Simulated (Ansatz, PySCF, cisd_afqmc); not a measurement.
Species: InI, charge 0, singlet. InI (SMILES [I][In]).
B3LYP-D3(BJ)/def2-TZVP minimum from Ansatz (an electronic-structure program):
```xyz
2

In     0.0000     0.0000    -1.4569
I      0.0000     0.0000     1.3470
```
Charge 0, spin multiplicity 1.

Atomisation energy term by term, kcal/mol (programs: Ansatz, cisd_afqmc). UHF or UKS for unpaired electrons; spin-orbit terms are left out. Correlated methods leave the cores frozen (noble-gas shells, and filled d and f shells in the p block). Past Kr the def2 sets carry scalar-relativistic core potentials. AFQMC/CISD: phaseless, guided by CISD from CCSD amplitudes; bars are statistical, one sigma. Outlying blocks are dropped, and bars are widened where a walk drifts. Over all cases where full CI ran beside it in this data, AFQMC minus full CI had a median of +0.1 mEh and passed +0.4 mEh in a tenth of the cases. CBS(X,Y): correlation extrapolated as X^-3, Hartree-Fock from the larger set. A bracket is a step between two methods taken in the basis named. For partners of very few electrons the exact lower level stands in for a higher one. Spin-orbit terms, left out, reach several kcal/mol for Br and I, and more for heavier atoms.

```
term                                                          basis  kcal/mol
-----------------------  ------------------------------------------  --------
Hartree-Fock                                             def2-QZVPP     60.45
CCSD correlation                         CBS(def2-TZVPP,def2-QZVPP)     21.86
(T)                                      CBS(def2-TZVPP,def2-QZVPP)      2.87
CCSDT(Q) - CCSD(T)                                       def2-QZVPP      0.09
CCSDTQ - CCSDT(Q)                                          def2-SVP     -0.02
minus zero-point energy  Hessian by PySCF at B3LYP-D3(BJ)/def2-TZVP     -0.24
sum: D0                                                                  85.0
```

The step beyond CCSD(T) by other levels: CCSDTQ in def2-SVP 0.25; AFQMC/CISD in def2-SVP 0.29 ± 0.11; CCSDT(Q) in def2-SVP 0.27; CCSDT(Q) in def2-TZVPP 0.14 kcal/mol.
